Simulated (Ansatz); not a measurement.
Level of theory: frozen-core CCSD(T)/cc-pVTZ // PBE0-D4/def2-TZVP in Ansatz (a first-principles code).

Ansatz 0.2 input:
```yaml
crystal:
  periodic: [false, false, false]
  atoms:
    - { symbol: C, position_ang: [1.854811, -0.091316, -0.287378] }
    - { symbol: C, position_ang: [0.619293, 0.178652, 0.020506] }
    - { symbol: C, position_ang: [-0.620598, 0.485065, 0.298343] }
    - { symbol: N, position_ang: [-1.76386, -0.198012, -0.129262] }
    - { symbol: H, position_ang: [2.304989, 0.266201, -1.211097] }
    - { symbol: H, position_ang: [2.491347, -0.684419, 0.365378] }
    - { symbol: H, position_ang: [-0.820804, 1.393021, 0.861691] }
    - { symbol: H, position_ang: [-2.494509, -0.226449, 0.565983] }
    - { symbol: H, position_ang: [-1.57067, -1.122744, -0.484162] }
basis:
  gaussian: { orbitals: cc-pVTZ }
correlation:
  method: ccsd_t
```

Output:

```
Functional definition: HF
1085 factors; integrals over basis functions are off by at most 9.5e-4 eV
mean field evaluation 1: about -4649.0902 eV, gradient 3.2e1 eV
mean field evaluation 2: about -4649.0944 eV, gradient 3.2e1 eV
mean field evaluation 4: about -4651.8351 eV, gradient 3.5e0 eV
mean field evaluation 8: about -4651.8749 eV, gradient 2.6e-4 eV
mean field evaluation 16: about -4651.8716 eV, gradient 2.3e-1 eV
mean field -4651.87492943 eV, -170.9532505023 hartree, gradient 3.8e-6 eV, S^2 0.000000; 0 other end points of the search recorded, 0 dependent functions left out
4 core orbitals not correlated
reference -4651.87492943 eV, -170.9532505023 hartree; 11, 11 occupied and 175, 175 virtual orbitals, 1085 factors
second order -18.69236925 eV of doubles, -0.00000000 eV of singles
cycle   1  -18.88248009 eV  change   -1.9e-1 eV  update   9.4e-2
cycle   2  -19.35770055 eV  change   -4.8e-1 eV  update   3.0e-2
cycle   3  -19.47260496 eV  change   -1.1e-1 eV  update   1.5e-2
cycle   4  -19.46624469 eV  change    6.4e-3 eV  update   4.2e-3
cycle   5  -19.46682855 eV  change   -5.8e-4 eV  update   1.8e-3
cycle   6  -19.46744333 eV  change   -6.1e-4 eV  update   4.7e-4
cycle   7  -19.46730214 eV  change    1.4e-4 eV  update   2.1e-4
cycle   8  -19.46728200 eV  change    2.0e-5 eV  update   7.3e-5
cycle   9  -19.46730964 eV  change   -2.8e-5 eV  update   3.5e-5
cycle  10  -19.46729919 eV  change    1.0e-5 eV  update   1.6e-5
perturbative correction -0.90742709 eV, -0.0333473306 hartree
Total energy: -4672.24965571 eV, -171.7020078827 hartree
```

Cost: about 80 core-seconds (a rough figure).
